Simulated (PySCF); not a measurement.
**How methods differ on the excitation energy of Cr**

Cr [Ar] 3d5 4s1 (7S) → Cr [Ar] 3d4 4s1 4p1 (high-spin determinant), as a difference of total energies. Computed with PySCF 2.14 in aug-cc-pVTZ-DK (8s7p5d3f2g, 93 functions), with scalar relativity by spin-free X2C-1e. Correlated levels: valence: [Ar] frozen. The calculations carry no spin-orbit coupling.

```json
{"method": "UHF", "excitation energy (eV)": "1.854"}
{"method": "LDA", "excitation energy (eV)": "4.154"}
{"method": "PBE", "excitation energy (eV)": "3.873"}
{"method": "PBE0", "excitation energy (eV)": "3.478"}
{"method": "r2SCAN", "excitation energy (eV)": "3.630"}
{"method": "TPSS", "excitation energy (eV)": "3.707"}
{"method": "BP86", "excitation energy (eV)": "3.867"}
{"method": "M06-2X", "excitation energy (eV)": "2.932"}
{"method": "MP2 (valence)", "excitation energy (eV)": "2.824"}
{"method": "SCS-MP2 (valence)", "excitation energy (eV)": "2.177"}
```

Q: How much does correlation contribute at MP2 (valence)?

A: 2.824 − (1.854) = 0.970 eV, measured against UHF.

A first-order spin-orbit estimate (lowest level to lowest level, LS coupling) adds -0.056 eV.

The determinant of the upper state mixes LS terms, which raises its energy above the lowest term, most at the Hartree-Fock and MP2 levels.
